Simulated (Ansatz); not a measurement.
Geometry optimisation, RKS PBE-D4/def2-SVP in Ansatz 0.2.0.

Input file:

```yaml
crystal:
  periodic: [false, false, false]
  atoms:
    - { symbol: O, position_ang: [0.6624, 0.9491, 1.5677] }
    - { symbol: Ge, position_ang: [0.1634, -0.4417, 0.5818] }
    - { symbol: S, position_ang: [1.6577, -0.7596, -1.0145] }
    - { symbol: "N", position_ang: [-1.4247, -0.1495, -0.2101] }
    - { symbol: Zn, position_ang: [-0.8755, 1.4011, -1.1884] }
    - { symbol: H, position_ang: [-0.0804, 1.058, 2.2591] }
    - { symbol: H, position_ang: [0.1294, -1.6856, 1.5024] }
    - { symbol: H, position_ang: [1.047, -1.8705, -1.5038] }
    - { symbol: H, position_ang: [-1.7083, -0.999, -0.7236] }
    - { symbol: H, position_ang: [0.5121, 2.4468, -1.2677] }
basis:
  gaussian: { orbitals: def2-SVP }
hamiltonian:
  xc: pbe
  dispersion: d4
relax:
  f_tol: 0.015
  max_steps: 40
```

Run as:

```bash
$ ansatz run input.yaml --threads 2 --pin off --max-ram 3072MiB --backend cpu --events-out ev --progress --plain --runs-dir out
```

Task: Where does it end, and by what steps?

Result: The run converged. After 23 steps the energy has fallen by 1.408 eV; H10 moved furthest, 1.73 Å. Joined: O1–Zn5.

```tsv
step	energy less start (eV)	largest force component (eV/Å)	accepted
0	0.0000	1.616	yes
1	-0.5997	0.724	yes
2	-0.8328	0.332	yes
3	-0.9579	0.331	yes
4	-1.0207	0.353	yes
5	-0.9659	1.978	no
6	-1.0531	0.118	yes
7	-1.0684	0.196	yes
8	-1.0929	0.164	yes
9	-1.1217	0.302	yes
10	-1.1506	0.492	yes
11	-1.1926	0.559	yes
12	-1.2298	0.765	yes
13	-1.2581	0.683	yes
14	-1.2789	0.964	yes
15	-1.3467	0.338	yes
16	-1.3536	1.198	yes
17	-1.3977	0.223	yes
18	-1.3971	0.178	no
19	-1.4061	0.157	yes
20	-1.4078	0.024	yes
21	-1.4080	0.018	yes
22	-1.4080	0.018	yes
23	-1.4080	0.008	yes
```

```xyz
10
Properties=species:S:1:pos:R:3
O 0.642 0.921 0.825
Ge 0.040 -0.819 0.557
S 1.659 -2.196 -0.164
N -1.155 -0.197 -0.631
Zn -0.873 1.675 -0.630
H 0.986 1.157 1.706
H -0.375 -1.375 1.949
H 1.707 -1.589 -1.383
H -1.550 -0.813 -1.344
H -0.999 3.184 -0.881
```

Whether the end is a true minimum wasn't checked by a vibrational analysis.

Run time: 94 s on 2 threads of Arm Neoverse V1, with other jobs on the host, peak memory 0.21 GiB.
